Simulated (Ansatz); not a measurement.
Mulliken charges of `C[O][GeH2][Cl]` from ωB97M-V/def2-TZVPP in Ansatz (PBE0-D4/def2-TZVP geometry).

```csv
atom,x (Å),y (Å),z (Å),charge (e)
C1,-0.741,0.632,1.031,-0.190
O2,-0.458,-0.587,0.382,-0.399
Ge3,0.703,-0.558,-0.951,0.464
Cl4,0.843,-2.591,-1.586,-0.270
H5,-1.466,0.426,1.821,0.126
H6,0.151,1.073,1.495,0.113
H7,-1.181,1.373,0.350,0.113
H8,2.080,-0.100,-0.446,0.021
H9,0.158,0.286,-2.114,0.021
```

Task: By hand: the dipole of these point charges (1 e Å = 4.8032 D).

Result: Σ q r = (0.168, 0.889, 0.023) e Å, of length 0.905 e Å = 4.35 D.

Task: How does the dipole of the full density compare? (Best estimate.)

Result: Ansatz gave: (0.064, 0.562, 0.064) e Å, 2.73 D; the point charges give 1.59 times that, at 7° from its direction.

Point charges leave out the atoms' own dipoles, such as those of lone pairs, and Mulliken's split depends on the basis, so the two needn't agree.
